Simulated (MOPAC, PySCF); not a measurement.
BI3, SMILES `IB(I)I`, neutral singlet in the gas phase. 

Cartesian coordinates (Å):
SMILES: IB(I)I
```xyz
4

I      2.0858    -0.3227    -0.0230
B      0.0001    -0.0002    -0.0006
I     -0.7630     1.9677     0.0087
I     -1.3228    -1.6448     0.0149
```
Charge 0, spin multiplicity 1.

All levels are single points at this geometry (PBE0-D3(BJ)/def2-TZVP); Pople sets use spherical d functions. Orbital energies aren't observables, and empty levels follow the basis.

HF/6-31G* (LANL2DZ on I) in PySCF gives gap (eV) = 10.75.

Question: Estimate the gap (eV) from each of these levels: PBE-D3(BJ)/def2-TZVP in PySCF; PBE0-D3(BJ)/def2-TZVP in PySCF; ωB97X-D3(BJ)/def2-TZVP in PySCF; B3LYP/6-31G* (LANL2DZ on I) in PySCF; B3LYP/LANL2DZ in PySCF; BP86/6-31G* (LANL2DZ on I) in PySCF; M06-2X/6-31G* (LANL2DZ on I) in PySCF; PBE/6-31G* (LANL2DZ on I) in PySCF; SVWN5/6-31G* (LANL2DZ on I) in PySCF; AM1 in MOPAC; PM6 in MOPAC; PM7 in MOPAC.

Answer: 
```json
[
 {"level": "PBE-D3(BJ)/def2-TZVP in PySCF", "gap (eV)": "3.02"},
 {"level": "PBE0-D3(BJ)/def2-TZVP in PySCF", "gap (eV)": "4.87"},
 {"level": "ωB97X-D3(BJ)/def2-TZVP in PySCF", "gap (eV)": "9.10"},
 {"level": "B3LYP/6-31G* (LANL2DZ on I) in PySCF", "gap (eV)": "4.69"},
 {"level": "B3LYP/LANL2DZ in PySCF", "gap (eV)": "4.61"},
 {"level": "BP86/6-31G* (LANL2DZ on I) in PySCF", "gap (eV)": "3.20"},
 {"level": "M06-2X/6-31G* (LANL2DZ on I) in PySCF", "gap (eV)": "6.56"},
 {"level": "PBE/6-31G* (LANL2DZ on I) in PySCF", "gap (eV)": "3.17"},
 {"level": "SVWN5/6-31G* (LANL2DZ on I) in PySCF", "gap (eV)": "3.07"},
 {"level": "AM1 in MOPAC", "gap (eV)": "8.67"},
 {"level": "PM6 in MOPAC", "gap (eV)": "6.14"},
 {"level": "PM7 in MOPAC", "gap (eV)": "6.50"}
]
```
